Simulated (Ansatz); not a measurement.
A first, cheap relaxation of C$_{2}$H$_{6}$GeSi, SMILES `C=[C]1[SiH2][GeH2]1`.

```yaml
crystal:
  periodic: [false, false, false]
  atoms:
    - {symbol: C, position_ang: [-1.402700, 0.712800, -0.992500]}
    - {symbol: C, position_ang: [-0.456900, 0.207500, -0.320200]}
    - {symbol: Si, position_ang: [0.579500, -1.332900, 0.048500]}
    - {symbol: Ge, position_ang: [1.096900, 0.428000, 1.060000]}
    - {symbol: H, position_ang: [-2.008500, 0.154600, -1.734400]}
    - {symbol: H, position_ang: [-1.705900, 1.816200, -0.851700]}
    - {symbol: H, position_ang: [1.533400, -1.664100, -1.052700]}
    - {symbol: H, position_ang: [-0.109500, -2.328900, 0.804400]}
    - {symbol: H, position_ang: [0.407900, 0.627800, 2.513600]}
    - {symbol: H, position_ang: [2.148800, 1.327900, 0.527800]}
basis:
  gaussian: {orbitals: def2-SVP}
hamiltonian: {xc: pbe, dispersion: d4}
relax: {f_tol: 0.03, max_steps: 200}
```

```sh
$ ansatz run in.yaml --threads 4 --pin off --events-out ev --progress --plain --max-ram 10444MiB
```

Shortened log:

```
Functional definition: PBE
mean field -66537.43979181 eV, -2445.2058116526 hartree, gradient 3.1e-5 eV, S^2 0.000000; 0 other end points of the search recorded, 0 dependent functions left out
relax step   1: F+E_penalty+E_count = -66537.67493332 eV  Δ(F+E_penalty+E_count) = +0.000e0 eV  max|allowed force component| = 4.937e0 eV/Å  Δτ_max = 0.0000 Å  (30 SCF iters, accepted)
mean field -66538.44360813 eV, -2445.2427012217 hartree, gradient 1.2e-5 eV, S^2 0.000000; 0 other end points of the search recorded, 0 dependent functions left out
relax step   2: F+E_penalty+E_count = -66538.67422243 eV  Δ(F+E_penalty+E_count) = -9.993e-1 eV  max|allowed force component| = 1.188e0 eV/Å  Δτ_max = 0.1958 Å  (37 SCF iters, accepted)
mean field -66538.51549019 eV, -2445.2453428388 hartree, gradient 2.1e-5 eV, S^2 0.000000; 0 other end points of the search recorded, 0 dependent functions left out
relax step   3: F+E_penalty+E_count = -66538.74556980 eV  Δ(F+E_penalty+E_count) = -7.135e-2 eV  max|allowed force component| = 3.620e-1 eV/Å  Δτ_max = 0.1067 Å  (29 SCF iters, accepted)
mean field -66538.51906206 eV, -2445.2454741028 hartree, gradient 1.4e-5 eV, S^2 0.000000; 0 other end points of the search recorded, 0 dependent functions left out
relax step   4: F+E_penalty+E_count = -66538.74959535 eV  Δ(F+E_penalty+E_count) = -4.026e-3 eV  max|allowed force component| = 1.758e-1 eV/Å  Δτ_max = 0.0485 Å  (29 SCF iters, accepted)
mean field -66538.52435120 eV, -2445.2456684749 hartree, gradient 1.3e-5 eV, S^2 0.000000; 0 other end points of the search recorded, 0 dependent functions left out
relax step   5: F+E_penalty+E_count = -66538.75449250 eV  Δ(F+E_penalty+E_count) = -4.897e-3 eV  max|allowed force component| = 1.087e-1 eV/Å  Δτ_max = 0.0466 Å  (30 SCF iters, accepted)
mean field -66538.52612859 eV, -2445.2457337929 hartree, gradient 1.4e-5 eV, S^2 0.000000; 0 other end points of the search recorded, 0 dependent functions left out
relax step   6: F+E_penalty+E_count = -66538.75639613 eV  Δ(F+E_penalty+E_count) = -1.904e-3 eV  max|allowed force component| = 1.042e-2 eV/Å  Δτ_max = 0.0124 Å  (31 SCF iters, accepted)
mean field -66538.52612859 eV, -2445.2457337929 hartree, gradient 1.6e-5 eV, S^2 0.000000; 1 other end points of the search recorded, 0 dependent functions left out
Total energy: -66538.75643388 eV, -2445.2541973560 hartree
Atom 0 at    -1.383824     0.739670    -0.962601 Å, force    -0.009513     0.010418    -0.004544 eV/Å
Atom 1 at    -0.379479     0.171254    -0.276113 Å, force     0.004923     0.001082     0.004925 eV/Å
Atom 2 at     0.571008    -1.436760    -0.025583 Å, force     0.004299    -0.004721    -0.001186 eV/Å
Atom 3 at     0.997384     0.586441     1.096027 Å, force     0.003423     0.006788     0.003851 eV/Å
Atom 4 at    -1.980893     0.172391    -1.702286 Å, force    -0.000117    -0.004166    -0.001807 eV/Å
Atom 5 at    -1.665889     1.800209    -0.825546 Å, force    -0.000775    -0.000833    -0.000083 eV/Å
Atom 6 at     1.453336    -1.913629    -1.146596 Å, force    -0.001493    -0.001628     0.001945 eV/Å
Atom 7 at    -0.138667    -2.575873     0.653615 Å, force     0.001535     0.000809    -0.000991 eV/Å
Atom 8 at     0.479273     0.857715     2.528905 Å, force    -0.001373    -0.002811    -0.000697 eV/Å
Atom 9 at     2.130749     1.547481     0.662978 Å, force    -0.000908    -0.004937    -0.001414 eV/Å
Dipole moment:    -0.074103     0.036757    -0.052968 e Å
```

It took 8 s on 4 threads of an Arm Neoverse V1 on a shared host, with 0.16 GiB of host memory at the peak.
